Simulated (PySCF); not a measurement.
GeH3IZn. Atoms are numbered in the order given.

```xyz
6

Zn     0.0000     0.0000     0.3781
I      0.0000     0.0000    -2.0718
Ge     0.0000     0.0000     2.7655
H      1.2445     0.7185     3.3235
H     -1.2445     0.7185     3.3235
H      0.0000    -1.4370     3.3235
```
Charge 0, spin multiplicity 1.

Geometry optimised at PBE0-D3(BJ)/def2-SVP. The structure was generated by enumeration; whether it is a known compound was not checked. The def2 effective core potentials stand for the cores of I; spin–orbit coupling is left out.

Computed with ωB97X/def2-TZVPD in PySCF.

Mulliken values depend strongly on the basis, most of all with diffuse functions as here. ESP charges are fitted to the potential on shells at 1.4 to 2.0 van der Waals radii. Atomic charges (e):

```tsv
atom	ESP fit	Mulliken
Zn1	0.44	0.02
I2	-0.29	-0.16
Ge3	-0.12	0.26
H4	-0.01	-0.04
H5	-0.01	-0.04
H6	-0.01	-0.04
```
